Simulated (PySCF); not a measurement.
Compound: C7H15OPSi.
Cartesian coordinates in Å at the PBE0-D3(BJ)/def2-SVP level; atoms count from 1:
```
atom  x, y, z in Å
C1    -1.5079   -1.6669    0.5715
C2    -1.8681   -0.2260    0.2362
C3    -2.7191   -0.0961   -1.0235
P4    -0.4352    0.9150    0.0893
O5    -0.8443    2.3001   -0.3062
C6     0.5471    0.7272    1.6404
C7     1.6043   -0.2776    1.2954
C8     1.7531   -0.6222    0.0001
Si9    3.0181   -1.8704   -0.5849
C10    0.8256    0.0741   -0.9663
H11   -0.9441   -1.7538    1.5119
H12   -0.9010   -2.1284   -0.2234
H13   -2.4237   -2.2703    0.6750
H14   -2.4330    0.2141    1.0793
H15   -2.9217    0.9613   -1.2448
H16   -2.2110   -0.5360   -1.8975
H17   -3.6774   -0.6237   -0.8992
H18   -0.0739    0.4296    2.5012
H19    0.9702    1.7190    1.8786
H20    2.2308   -0.7065    2.0851
H21    3.9810   -1.2411   -1.5409
H22    2.3290   -2.9873   -1.3048
H23    3.7637   -2.4175    0.5879
H24    1.3402    0.8670   -1.5369
H25    0.3692   -0.6030   -1.7068
```

Level: PBE0/pcSseg-1 in PySCF, non-relativistic, on one gas-phase PBE0-D3(BJ)/def2-SVP geometry that isn't relaxed in the solvent. The solvent is an IEF-PCM continuum (van der Waals radii × 1.2). Only the electrostatic response of the medium enters.

| run | E − E(gas) (kJ/mol) | HOMO (eV) | HOMO–LUMO gap (eV) | dipole (D) |
| --- | --- | --- | --- | --- |
| gas | 0.00 | -7.33 | 6.70 | 3.68 |
| P | -28.38 | -7.33 | 6.93 | 4.58 |
| Q | -17.94 | -7.34 | 6.87 | 4.23 |

Q: The runs were made in benzene and chloroform. Which run belongs to which solvent?

A: P = chloroform, Q = benzene. The dielectric constants are 2.271 (benzene), 4.711 (chloroform), and the energy falls further as ε rises. In this model the ground state sees the solvent through ε alone.

Q: How constant is the ratio of the lowering to (ε − 1)/(2ε + 1)?

A: 
```csv
solvent,(ε − 1)/(2ε + 1),E − E(gas) (kJ/mol),ratio (kJ/mol),polarisation term (kJ/mol)
benzene,0.229,-17.94,-78.2,-19.42
chloroform,0.356,-28.38,-79.7,-32.22
```

The ratio changes by +1.9 % in size from benzene to chloroform. The polarisation term is half the interaction of the solute with the induced surface charges.
